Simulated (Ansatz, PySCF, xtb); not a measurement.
Energy difference R1 + R2 → P1 + P2, each structure at its B3LYP-D3(BJ)/def2-TZVP stationary point, reached from a drawn start (curvature not checked).
R1, SiF4 (SMILES F[Si](F)(F)F) (charge 0, multiplicity 1):
```xyz
5

Si     0.000     0.000     0.000
F      0.000     0.000     1.567
F      1.478     0.000    -0.522
F     -0.739     1.280    -0.522
F     -0.739    -1.280    -0.522
```
P1: F3HOSi (SMILES O[Si](F)(F)F), charge 0, multiplicity 1.
P2: HF (SMILES F), charge 0, multiplicity 1.
R2: H2O (SMILES O), charge 0, multiplicity 1.

```json
[
 {"level": "GFN1-xTB", "reaction energy (kJ/mol)": "30.1", "minus CCSD(T)/cc-pV(Q+d)Z": "-3.3"},
 {"level": "GFN2-xTB", "reaction energy (kJ/mol)": "31.0", "minus CCSD(T)/cc-pV(Q+d)Z": "-2.4"},
 {"level": "HF/cc-pV(D+d)Z", "reaction energy (kJ/mol)": "20.0", "minus CCSD(T)/cc-pV(Q+d)Z": "-13.4"},
 {"level": "HF/cc-pV(T+d)Z", "reaction energy (kJ/mol)": "33.6", "minus CCSD(T)/cc-pV(Q+d)Z": "0.3"},
 {"level": "PBE-D3(BJ)/def2-TZVPP", "reaction energy (kJ/mol)": "30.4", "minus CCSD(T)/cc-pV(Q+d)Z": "-3.0"},
 {"level": "PBE-D4/def2-TZVPP", "reaction energy (kJ/mol)": "30.1", "minus CCSD(T)/cc-pV(Q+d)Z": "-3.3"},
 {"level": "revPBE/def2-TZVPP", "reaction energy (kJ/mol)": "33.4", "minus CCSD(T)/cc-pV(Q+d)Z": "0.0"},
 {"level": "revPBE-D3(BJ)/def2-TZVPP", "reaction energy (kJ/mol)": "30.3", "minus CCSD(T)/cc-pV(Q+d)Z": "-3.1"},
 {"level": "r2SCAN-D4/def2-TZVPP", "reaction energy (kJ/mol)": "33.2", "minus CCSD(T)/cc-pV(Q+d)Z": "-0.1"},
 {"level": "B97M-V/def2-TZVPP", "reaction energy (kJ/mol)": "36.5", "minus CCSD(T)/cc-pV(Q+d)Z": "3.1"},
 {"level": "PBE0-D3(BJ)/def2-TZVPP", "reaction energy (kJ/mol)": "29.3", "minus CCSD(T)/cc-pV(Q+d)Z": "-4.0"},
 {"level": "PBE0-D4/def2-TZVPP", "reaction energy (kJ/mol)": "29.2", "minus CCSD(T)/cc-pV(Q+d)Z": "-4.2"},
 {"level": "BHLYP-D4/def2-TZVPP", "reaction energy (kJ/mol)": "31.4", "minus CCSD(T)/cc-pV(Q+d)Z": "-1.9"},
 {"level": "B2PLYP/def2-TZVPP", "reaction energy (kJ/mol)": "33.4", "minus CCSD(T)/cc-pV(Q+d)Z": "0.0"},
 {"level": "MP2/cc-pV(T+d)Z", "reaction energy (kJ/mol)": "30.0", "minus CCSD(T)/cc-pV(Q+d)Z": "-3.3"},
 {"level": "SCS-MP2/cc-pV(D+d)Z", "reaction energy (kJ/mol)": "23.3", "minus CCSD(T)/cc-pV(Q+d)Z": "-10.1"},
 {"level": "SCS-MP2/cc-pV(Q+d)Z", "reaction energy (kJ/mol)": "34.3", "minus CCSD(T)/cc-pV(Q+d)Z": "1.0"},
 {"level": "CCSD/cc-pV(Q+d)Z", "reaction energy (kJ/mol)": "34.1", "minus CCSD(T)/cc-pV(Q+d)Z": "0.7"},
 {"level": "CCSD(T)/cc-pV(T+d)Z", "reaction energy (kJ/mol)": "30.8", "minus CCSD(T)/cc-pV(Q+d)Z": "-2.5"},
 {"level": "CCSD(T)/cc-pV(Q+d)Z", "reaction energy (kJ/mol)": "33.4", "minus CCSD(T)/cc-pV(Q+d)Z": "0.0"}
]
```

 The comparison column counts from a level with limits of its own.

P less R. No zero-point or thermal terms. One arrangement of each flexible species, with no search for the lowest.

Frozen-core correlation throughout.

Codes used: Ansatz (a program for electronic structure); PySCF for the D3/D4 terms; xtb for the GFN methods. Each number belongs to the level named beside it.
